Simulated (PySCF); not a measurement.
F3H2HfN, SMILES [NH2][Hf]([F])([F])[F], multiplicity 1.

Coordinates come from a PBE-D3(BJ)/def2-SVP optimisation. The spin state was assumed, not searched. The structure was generated by enumeration; whether it is a known compound was not checked. The def2 effective core potentials stand for the cores of Hf; spin–orbit coupling is left out. One conformer was computed; it need not be the lowest.

Level of theory: HF/def2-TZVP in PySCF.

The molecule is in vacuum.

### Question
Estimate the frontier levels, gap, dipole moment and polarisability. (The exact figures need the calculation; the answer reports its results.)

### Answer

```yaml
highest_occupied_level: -11.65 eV
lowest_empty_level: 1.56 eV
orbital_gap: 13.20 eV
dipole_moment: 2.43 D
quadrupole, principal values (traceless, Buckingham form, about the centre of nuclear charge): -7.28, -3.48, 10.77 D·Å
mean_static_polarisability: 34.2 bohr³ (5.07 Å³)
polarisability_principal_values: 31.5, 32.4, 38.8 bohr³
```
